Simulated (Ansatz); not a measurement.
Energy difference R1 + R2 → P1, each structure at its B3LYP-D3(BJ)/def2-TZVP stationary point, reached from a drawn start (curvature not checked).
P1: CF3 (SMILES F[C](F)F), charge 0, multiplicity 2.
R1: F atom, charge 0, multiplicity 2.
R2: CF2 (SMILES F[C]F), charge 0, multiplicity 1.

P less R. No zero-point or thermal terms; singlets are restricted closed shells; open shells are unrestricted; no spin–orbit coupling.

Correlated levels freeze the cores. CBS: X⁻³ extrapolation of the correlation energy, Hartree–Fock from the larger set.

The values were computed with Ansatz (a first-principles code). All values are computed, each at the level named.

```json
[
 {"level": "HF/cc-pVQZ", "reaction energy (kJ/mol)": "-272.6"},
 {"level": "PBE/def2-TZVPP", "reaction energy (kJ/mol)": "-399.7"},
 {"level": "revPBE/def2-TZVPP", "reaction energy (kJ/mol)": "-371.0"},
 {"level": "B97M-V/def2-TZVPP", "reaction energy (kJ/mol)": "-361.8"},
 {"level": "PBE0/def2-TZVPP", "reaction energy (kJ/mol)": "-387.0"},
 {"level": "SCS-MP2/cc-pVQZ", "reaction energy (kJ/mol)": "-366.8"},
 {"level": "CCSD/cc-pVTZ", "reaction energy (kJ/mol)": "-346.3"},
 {"level": "CCSD(T)/cc-pVQZ", "reaction energy (kJ/mol)": "(withheld)"},
 {"level": "CCSD(T)/CBS(cc-pVTZ, cc-pVQZ)", "reaction energy (kJ/mol)": "(withheld)"}
]
```

### Question
Fill in the missing entries.

### Answer

- CCSD(T)/cc-pVQZ, reaction energy (kJ/mol): -358.0
- CCSD(T)/CBS(cc-pVTZ, cc-pVQZ), reaction energy (kJ/mol): -363.3
